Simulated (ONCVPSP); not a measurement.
Varying the ONCV potential for phosphorus (P)

Base potential:

| Property | Result |
| --- | --- |
| Element | P (Z = 15) |
| Generator | ONCVPSP 4.0.1 |
| Type | optimised norm-conserving Vanderbilt (ONCV) |
| Functional | BLYP |
| Relativity | scalar-relativistic |
| Frozen core | [Ne] |
| Valence charge | 5 |
| Reference configuration | 3s2 3p2.5 (charge +0.5) |
| Partial waves | 3s: rc 1.40 bohr, ncon 4, nbas 7, qcut 3.8 1/bohr, 2 projectors, debl 0.8 Ha; 3p: rc 1.60 bohr, ncon 4, nbas 7, qcut 5.3 1/bohr, 2 projectors, debl 2.1 Ha |
| Local potential | polynomial inside 1.10 bohr (lpopt 5, dvloc0 2 Ha) |
| Core correction | Teter function, fcfact 3.5, rcfact 1.15 |

All-electron outer shells of the reference configuration (BLYP, scalar-relativistic, ld1.x):

```
shell  level (eV)  outermost node (bohr)  outermost maximum (bohr)
   2s     -178.82                   0.14                      0.42
   2p     -129.53                      –                      0.35
   3s      -18.28                   0.65                      1.56
   3p       -9.51                   0.64                      1.79
```

Cutoffs, loose and tight: the cutoffs (Ha) at which the residual kinetic energy of the hardest occupied pseudo-wave falls to 1 and 0.1 mHa per electron. They do not see the model core or the augmentation charge, which bear on the density cutoff. Test errors are all-electron minus pseudo excitation energies from the reference, over the configurations 3s2 3p3; 3s2 3p2; 3s2 3p1; 3s1 3p4. A dash means not determined; rows that change the core or the reference have their own tests.

A true bound ghost makes a file unfit for plane-wave use even where its test errors are small: the radial tests pick states by their node count and pass the ghost by.

```csv
change,outcome,"cutoff, loose","cutoff, tight",bound ghosts,GHOST(+) flags above zero,largest test error (meV)
base,generated,19 Ha,45 Ha,none,s,+19
s: qcut 2.3,generated,45 Ha,58 Ha,none,s,+19
"core correction Teter function, fcfact 3.5, rcfact 2.02",generated,19 Ha,45 Ha,none,s,-87
s: nproj 3,generated,19 Ha,45 Ha,s,s,+19
functional PBE,generated,18 Ha,43 Ha,none,s,+3.3
s: rc 2.02,generated,7.9 Ha,27 Ha,none,s,+27
```

Problem. What comes out with this change to the base: all radii but the core radius scaled by about 1.25 (s 1.74, p 2.00 bohr); local potential polynomial inside 1.38 bohr (lpopt 5, dvloc0 2 Ha)?

Solution. outcome: generated; cutoff, loose: 17 Ha; cutoff, tight: 37 Ha; bound ghosts: none; GHOST(+) flags above zero: none; largest test error (meV): +19.
